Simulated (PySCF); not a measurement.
**PBE0 beside CCSD(T) along group 13: bonds to S**

PBE0 and CCSD(T) in PySCF with def2-SVP on every atom (core potentials on Tl), for the lowest determinant that a PBE0 search found; no spin–orbit coupling.

```tsv
molecule	state (unpaired electrons)	PBE0 Re (Å)	PBE0 ωe (cm⁻¹)	PBE0 De (eV)	CCSD(T) Re (Å)	CCSD(T) ωe (cm⁻¹)	CCSD(T) De (eV)
BS	doublet (σ ↑)	1.614	1224	6.09	1.626	1199	5.56
AlS	doublet (σ ↑)	2.034	631	4.18	?	?	?
GaS	doublet (σ ↑)	2.071	475	3.70	2.074	485	3.27
TlS	doublet (π ↑)	2.612	274	2.98	2.617	276	2.47
```

(1) Estimate the CCSD(T) values of AlS by adding the mean shift from PBE0 to CCSD(T) of the other rows, and compare with the calculation.

(2) What are the mean differences of PBE0 from CCSD(T) over the whole series?

In a basis of this size CCSD(T) is itself not converged; it tends to give bonds that are too long and too weak.

Correlated steps freeze the inner cores (6 to 14 orbitals); shallow outer-core shells are correlated. UHF and ROHF references stand side by side, which adds small steps between rows. Correlated levels converge slowly with the basis: in double zeta they bind strong bonds too weakly, by up to about 1 eV, and carry superposition errors of some tenths. Spin–orbit coupling is left out, which matters for elements this heavy, above all for dissociation energies. States were picked by a PBE0 search and need not be the measured ground states.

Results:

(1) The mean shifts are +0.7 pm, -4 cm⁻¹ and -0.49 eV, which give 2.041 Å, 627 cm⁻¹ and 3.69 eV. CCSD(T)/def2-SVP gives Re = 2.044 Å, ωe = 635 cm⁻¹, De = 3.69 eV.

(2) Re -0.7 pm, ωe +2 cm⁻¹, De +0.49 eV.
